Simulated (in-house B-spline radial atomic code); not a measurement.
Computed with a B-spline radial atomic code. Model: two electrons, singlet ground state, non-relativistic, full CI in B-splines with partial waves to l = 8 (at full coupling up to 3e-4 hartree above the limit, correlation up to 0.6 % small), density held at that of full coupling by Lieb maximisation.

W(λ) is the mean repulsion in the state of coupling λ less the Hartree energy of the fixed density. Its start is exact exchange, its initial slope is twice the second-order Görling-Levy correlation energy, and its area from 0 to 1 is E_xc. A straight curve means weak, dynamic correlation, and a curve that drops fast and flattens means strong correlation.

Command:
```bash
python run_ac.py task.json out
```
Settings (lengths in bohr, energies in hartree):
```
potential              yukawa
strength               4.08
lmax                   8
second                 0.698
```

Cost of the run: 14 s on 1 thread of Intel(R) Xeon(R) Processor @ 2.30GHz, with other jobs on the host.

**W = mean repulsion less Hartree energy, and W of three functionals.**

Given: confinement screened point charge; nuclear charge 4.08; screening of the nucleus 0.698 1/bohr; external potential -Z exp(-k r)/r.

Computed: LDA exchange minus exact 315.54 millihartree; PBE exchange minus exact 34.393 millihartree.

```tsv
coupling	W xc (hartree)	W xc minus exchange (millihartree)	kinetic minus Kohn-Sham (millihartree)	LDA (PW92) W minus its exchange (millihartree)	PBE W minus its exchange (millihartree)	SCAN W minus its exchange (millihartree)
0	-2.2583	0	0	0	0	0
0.02	-2.2602	-1.892	0	-13.77	-1.82	-1.84
0.05	-2.2631	-4.714	0.1	-28.9	-4.58	-4.55
0.12	-2.2696	-11.233	0.7	-56.98	-11.05	-10.76
0.25	-2.2814	-23.099	2.9	-97.98	-23.09	-21.91
0.4	-2.2948	-36.415	7.2	-136.5	-36.83	-34.29
0.6	?	?	?	?	?	?
0.8	-2.3284	-70.078	27.3	-216.82	-72.15	-65.14
1	-2.3443	-85.969	41.6	-249.78	-88.99	-79.58
1.4	?	?	?	?	?	?
2	-2.4156	-157.27	147.5	-377.33	-165.12	-143.89
3	-2.4756	-217.25	296.6	-470.11	-229.63	-198.02
4.5	-2.5494	-291.08	571.4	-575.11	-309.85	-265.43
7	-2.6422	-383.86	1098.3	-700.17	-413.01	-352.42
10	-2.7214	-463.09	1765	-805.65	-504.79	-429.57
```

(1) What belongs in the row 0.6?

(2) What belongs in the row 1.4?

(3) What is the SCAN exchange minus exact?

**Energy parts, natural occupations and partial-wave weights.**

Computed: total energy -9.2803 hartree; kinetic part of the DFT correlation energy 0.041589 hartree; initial slope twice GL2 -0.094781 hartree; kinetic part over minus potential part 0.48376; Hartree energy 4.5167 hartree; Kohn-Sham kinetic 13.551 hartree; Lieb Oxford ratio E_xc over LDA exchange 1.1853.

| natural | occupation of the shell (electrons) |
| --- | --- |
| s | 1.9963 |
| p | 0.0019195 |
| s | ? |
| d | 9.7763e-05 |
| p | 7.3031e-05 |
| s | 3.3554e-05 |

(4) What belongs in the row s?

| wave | weight |
| --- | --- |
| s | 0.99893 |
| p | 0.001 |
| d | 5.509e-05 |
| f | ? |
| g | 1.8832e-06 |

(5) What belongs in the row f?

(6) What is the exchange energy?

(7) What is the correlation energy?

Answers

(1) W xc (hartree): -2.3119; W xc minus exchange (millihartree): -53.571; kinetic minus Kohn-Sham (millihartree): 15.8; LDA (PW92) W minus its exchange (millihartree): -179.67; PBE W minus its exchange (millihartree): -54.75; SCAN W minus its exchange (millihartree): -50.07.

(2) W xc (hartree): -2.3744; W xc minus exchange (millihartree): -116.04; kinetic minus Kohn-Sham (millihartree): 77.6; LDA (PW92) W minus its exchange (millihartree): -306.8; PBE W minus its exchange (millihartree): -121; SCAN W minus its exchange (millihartree): -106.75.

(3) -6.5632 millihartree.

(4) occupation of the shell (electrons): 0.0015274.

(5) weight: 7.9906e-06.

(6) -2.2583 hartree.

(7) -0.044381 hartree.

Half-way to full coupling W has made 52 % of its drop, against 50 % for a straight line, and second-order (GL2) theory, half the initial slope, overshoots the correlation energy by about 7 %: correlation is weak here. Over couplings 0 to 1 the errors in E_xc come to about +211 millihartree for LDA, +33 millihartree for PBE, -3.6 millihartree for SCAN, so SCAN is nearest. In LDA and PBE and SCAN the errors of exchange and correlation have opposite signs, so the sum is smaller than the larger of the two.
